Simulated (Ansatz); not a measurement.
C₆H₅O (SMILES [O]c1ccccc1), doublet, geometry from GFN2-xTB; R2SCAN/STO-3G (Ansatz, a first-principles code).

Here is a job for Ansatz.
Ansatz 0.2 input:
```yaml
crystal:
  periodic: [false, false, false]
  atoms:
    - {symbol: O, position_ang: [2.15820192, 0.76050271, 0.14167733]}
    - {symbol: C, position_ang: [0.99387688, 0.35022027, 0.06524404]}
    - {symbol: C, position_ang: [-0.05262365, 1.11673180, -0.58836309]}
    - {symbol: C, position_ang: [-1.33368691, 0.64846794, -0.66378078]}
    - {symbol: C, position_ang: [-1.67277158, -0.58944777, -0.10981077]}
    - {symbol: C, position_ang: [-0.70224830, -1.36588656, 0.53012977]}
    - {symbol: C, position_ang: [0.58832548, -0.92796230, 0.62352978]}
    - {symbol: H, position_ang: [0.22827234, 2.07005917, -1.01009348]}
    - {symbol: H, position_ang: [-2.09796287, 1.23438061, -1.15457634]}
    - {symbol: H, position_ang: [-2.68903715, -0.94755733, -0.17652454]}
    - {symbol: H, position_ang: [-0.98368383, -2.32028488, 0.95227855]}
    - {symbol: H, position_ang: [1.35156462, -1.51335950, 1.11380346]}
basis:
  gaussian:
    orbitals: STO-3G
    final_grid: {core_spheres: 10, valence_spheres: 20, degree: 41}
hamiltonian:
  xc: r2scan
magnetization: {spin_polarized: true, initial_magnetization: 1}
```

Q: Write the output that Ansatz gives for this input, abridged.

A: 
```
Functional definition: r2SCAN
570 factors; integrals over basis functions are off by at most 5.1e-5 eV
mean field evaluation 1: about -8238.2358 eV, gradient 1.5e1 eV
mean field evaluation 2: about -8218.3997 eV, gradient 5.8e1 eV
mean field evaluation 4: about -8239.5819 eV, gradient 4.4e0 eV
mean field evaluation 8: about -8239.5949 eV, gradient 2.9e-1 eV
mean field evaluation 16: about -8239.5965 eV, gradient 1.3e-4 eV
mean field evaluation 32: about -8239.1626 eV, gradient 1.7e-3 eV
mean field -8239.59649239 eV, -302.7995860963 hartree, gradient 3.4e-6 eV, S^2 0.822127; 4 other end points of the search recorded, 0 dependent functions left out
reference -8239.59649867 eV, -302.7995863269 hartree; 25, 24 occupied and 15, 16 virtual orbitals, 570 factors
Total energy: -8239.59649867 eV, -302.7995863269 hartree
```
